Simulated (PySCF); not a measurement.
Two-component Hartree-Fock for Fe⁺ (iron, charge +1)

Start: [Ar] 3d5 4s1 5s1; 3d5/2 filled at m_j = -3/2, -1/2, +1/2, +3/2, +5/2; 4s1/2 filled at m_j = +1/2; 5s1/2 filled at m_j = +1/2. Calculated with PySCF 2.14 in x2c-SVPall-2c with one added diffuse shell each of s, d type (6s5p4d1f, 48 functions): generalised Hartree-Fock with the X2C-1e Hamiltonian and a Gaussian nucleus; one run each with spin-orbit coupling (SO) switched off, then screened by Boettger's factors. This is a chosen level, not necessarily the ground level.

```tsv
spinor shell	electrons	ε, spin-free (eV)	ε, screened SO (eV)	weight of nominal j (screened SO)	rms radius, screened SO (bohr)
1s1/2	2	-7196.2	-7196.1	1.000	0.0676
2s1/2	2	-905.82	-905.81	1.000	0.288
2p1/2	2	-771.88	-780.82	0.976	0.259
2p3/2	4	-771.88	-767.48	0.988	0.261
3s1/2	2	-137.22	-137.21	1.000	0.868
3p1/2	2	-96.217	-96.786	0.664	0.927
3p3/2	4	-96.217	-95.941	0.832	0.930
3d5/2	5	-40.809	-40.808	0.591	1.09
4s1/2	1	-21.146	-21.146	1.000	2.83
5s1/2	1	-6.806	-6.806	1.000	6.56
```

| quantity | spin-free | screened SO |
| --- | --- | --- |
| E (hartree) | -1270.49771 | -1270.51162 |
| M_J | 7/2 | 7/2 |
| ⟨J²⟩ | 15.750 | 15.750 |
| ⟨L²⟩ | 0.000 | 0.002 |
| ⟨S²⟩ | 15.750 | 15.747 |

Each row is a mean over spinors that exchange with the open shell spreads, by up to 15.858 eV (3p3/2).

Rows whose weight is well below 1 are mixtures of j = l ± 1/2: exchange outweighs spin-orbit coupling there, and the label is only the starting occupation.

Without spin-orbit coupling the j labels of p, d and f shells carry no meaning; the spin-free column gives the mean over the occupied spinors of each nl shell.
